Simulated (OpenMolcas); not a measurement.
# Tc4+: moving or changing the point charges

Tc4+ among 2 point charges of -1 e arranged as a linear pair (D∞h), 2.15 Å from the ion.
```
   0.0000    0.0000    2.1500  -1.00
   0.0000    0.0000   -2.1500  -1.00
```

| Item | Value |
| --- | --- |
| Program | OpenMolcas |
| Method | CASSCF |
| Basis | ANO-RCC-VDZP [6s5p3d1f] |
| Scalar Hamiltonian | DKH2, point nucleus |
| Active space | 3 electrons in 5 orbitals (4d) |
| State averaging | 2S+1 = 4 even, 10 roots; 2S+1 = 2 even, 40 roots |
| Spin-orbit coupling | RASSI with atomic mean-field integrals over the reference wave functions |

Runs around this geometry, states (labels by Λ). Energies in cm-1 above the lowest state or level, χT in cm3 K/mol.

```tsv
R (Å)	q (e)	Ground state	First state of that spin	First gap with spin-orbit (degeneracies)	χT at 300 K	First state of another spin
2.15	-0.65	4Π	4Σ 443.0	597.1 (2, 2)	0.185	2Γ 14854
1.99	-1	4Π	4Σ 1461	691.3 (2, 2)	0.260	2H 14569
2.15	-1	4Π	4Σ 821.2	690.6 (2, 2)	0.212	2Φ 15199
2.3	-1	4Π	4Σ 470.5	674.3 (2, 2)	0.196	2Γ 15025
```

Taking the first state of the same spin as R^-n, n = -ln(470.5 / 1461) / ln(2.3 / 1.99) = 7.8 between the shortest and longest distance.

Scaling the charges by -0.65 / -1 = 0.65 scales the first state of the same spin by 443 / 821.2 = 0.54; with fixed orbitals a first-order splitting would follow the charge.

Without dynamic correlation the repulsion within the d shell is too large (B by tens of per cent), so at a given field states of lower spin stand too high. Spin-orbit coupling mixes the spin-free states strongly: the lowest level takes only 54 % from its leading state, 4Π (figures for R = 2.15, q = -0.65; the like holds for R = 2.15, q = -1, R = 2.3, q = -1). The ground term spreads over less than 5000 cm-1, several times less than with real ligands, so orbital moments are less quenched and χT lies further from the spin-only value than at real sites (holds for R = 2.15, q = -0.65; R = 2.3, q = -1). This is an electrostatic model: the charges have no orbitals. No measured value stands beside these numbers.
